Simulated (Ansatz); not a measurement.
B(AsH3)H3 (BAsH6), relaxed as a singlet with RKS B3LYP-D4/def2-TZVP in Ansatz, starting from the GFN2-xTB geometry. Force threshold 0.02 eV/Å.

Start:

```xyz
8

B    -0.6998   -0.9697   -0.2580
As    0.4788    0.6642    0.1741
H     1.5766    1.1195   -0.7169
H     1.3117    0.7408    1.4023
H    -0.0781    2.0313    0.3508
H     0.0764   -1.8680   -0.3410
H    -1.2273   -0.6774   -1.2842
H    -1.4384   -1.0407    0.6729
```

```json
{"step": "1", "energy (eV)": "-61616.4347", "largest force component (eV/Å)": "0.617", "SCF passes": "15"}
{"step": "2", "energy (eV)": "-61616.5035", "largest force component (eV/Å)": "0.130", "SCF passes": "18"}
{"step": "3", "energy (eV)": "-61616.5125", "largest force component (eV/Å)": "0.095", "SCF passes": "19"}
{"step": "4", "energy (eV)": "-61616.5129", "largest force component (eV/Å)": "0.052", "SCF passes": "20"}
{"step": "5", "energy (eV)": "-61616.5130", "largest force component (eV/Å)": "0.018", "SCF passes": "19"}
```

Force components are those of the run's own axes.

End:

Cartesian coordinates in Å:
```
B -0.703 -0.972 -0.259
As 0.496 0.687 0.182
H 1.585 1.082 -0.786
H 1.317 0.680 1.449
H -0.156 2.038 0.348
H 0.108 -1.857 -0.329
H -1.211 -0.647 -1.298
H -1.437 -1.012 0.692
```

By distances, no bond broke or formed. The bond that changes most is B1–As2, from 2.06 to 2.09 Å (atoms count from 1).

No frequencies were taken in this run, so the end may be a saddle point.

It took 3.4 s on 4 threads of Arm Neoverse V2 on a shared host.
